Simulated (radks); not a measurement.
The numbers below are computed, except where a source is named.
These are the eigenvalues of the occupied orbitals of an atom or ion with whole-number occupations (hartree). Code: a radial shooting solver on a logarithmic mesh with Libxc functionals. Model: Dirac Kohn-Sham, BLYP, spin-unpolarised, spherical densities, finite nucleus; Fermi nuclear charge, rms radius of each element as measured or else 0.836 A^(1/3) + 0.57 fm.

| orbital | eigenvalue |
|---|---|
| 1s1/2 | -917.1303 |
| 2s1/2 | -158.5321 |
| 2p1/2 | -149.3141 |
| 2p3/2 | -143.4177 |
| 3s1/2 | -49.08813 |
| 3p1/2 | -45.53117 |
| 3p3/2 | -44.36299 |
| 3d3/2 | -38.34315 |
| 3d5/2 | -38.09449 |

Which element is it, and in what charge state? The configuration may be excited. Open shells, if any, fill j = l - 1/2 first.

Answer. Z = 46, palladium, charge +22: Pd22+ in [Ar] 3d6. The list shows which subshells hold electrons but not how many an open one holds; the 1s level, -917.13 hartree, gives Z - s = 42.8 by -(Z - s)^2/2, which with screening and relativity narrows Z to a few neighbours, and the depths of the outer levels then fix element, charge and occupations together.
